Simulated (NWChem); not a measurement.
System: C2H6OSe; SMILES [SeH]COC

The following NWChem deck was run.

```
start job
memory heap 200 mb stack 900 mb global 1100 mb
geometry units angstroms noautosym nocenter noautoz
  C     -0.802959     2.203572     0.074225
  O      0.438306     1.705544    -0.392573
  C      0.910289     0.594657     0.287076
  Se    -0.054866    -1.145722    -0.069702
  H     -1.003132     3.120712    -0.483588
  H     -0.761754     2.435309     1.150218
  H     -1.613277     1.484863    -0.107591
  H      0.906453     0.730830     1.375877
  H      1.926033     0.407491    -0.062100
  H     -1.053909    -0.979404     1.012577
end
basis spherical
  * library pcsseg-1
end
dft
  xc pbe0
  iterations 150
end
property
  shielding
end
task dft property
```

Geometry: optimised at B3LYP/6-31G* (spherical d).

GIAO values for the isolated, static molecule; σ is the absolute isotropic shielding, δ = σ(reference) − σ with the isolated reference molecule computed at the same levels (13C: tetramethylsilane, 1H: tetramethylsilane). Spin-orbit effects, on the heavy nuclei and on their neighbours, are missing.

Atoms are numbered as in the input.

Task: Predict the main results of this run. (PBE0/pcSseg-1, GIAO.) Quantities: δ C1 (ppm); δ C3 (ppm); σ Se4 (ppm); δ H5 (rotor mean) (ppm); δ H8 (ppm); δ H9 (ppm); δ H10 (ppm).

Result: The δ C1 (ppm) comes out as 56.9 and the δ C3 (ppm) comes out as 79.1. The σ Se4 (ppm) is 1758.0 and the δ H5 (rotor mean) (ppm) comes out as 3.20. The δ H8 (ppm) is 4.80, the δ H9 (ppm) is 5.18 and the δ H10 (ppm) is 2.69.
